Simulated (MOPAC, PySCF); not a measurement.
C4H5BO2, SMILES `o1c(ccc1O)B`, neutral singlet in the gas phase. 

Cartesian coordinates (Å):
```xyz
12

B      2.2500     0.4391    -0.2077
C      0.8134     0.0377    -0.0250
C      0.1903    -1.1207     0.4612
C     -1.2122    -0.9567     0.4097
C     -1.3925     0.3214    -0.1167
O     -2.5205     0.9803    -0.3760
O     -0.2352     0.9281    -0.3810
H      3.1095    -0.3600     0.1134
H      2.5488     1.5265    -0.6617
H      0.7353    -2.0025     0.8196
H     -2.0051    -1.6497     0.7054
H     -2.2818     1.8566    -0.7412
```
Charge 0, spin multiplicity 1.

All levels are single points at this geometry (PBE-D3(BJ)/def2-SVP); Pople sets use spherical d functions. Orbital energies aren't observables, and empty levels follow the basis.

| level | HOMO (eV) | LUMO (eV) | gap (eV) | dipole (D) | vertical IE, Delta-SCF (eV) |
|---|---|---|---|---|---|
| PBE-D3(BJ)/def2-TZVP in PySCF | -5.67 | -2.51 | 3.17 | 2.53 | 8.52 |
| BP86/6-31G* in PySCF | -5.45 | -2.23 | 3.22 | 2.55 | – |
| PBE/6-31G* in PySCF | -5.35 | -2.14 | 3.21 | 2.57 | 8.31 |
| PM3 in MOPAC | -9.32 | -0.77 | 8.55 | 1.83 | – |
| PM6 in MOPAC | -9.11 | -0.85 | 8.25 | 0.61 | – |
| PM7 in MOPAC | -9.07 | -1.09 | 7.99 | 0.71 | – |
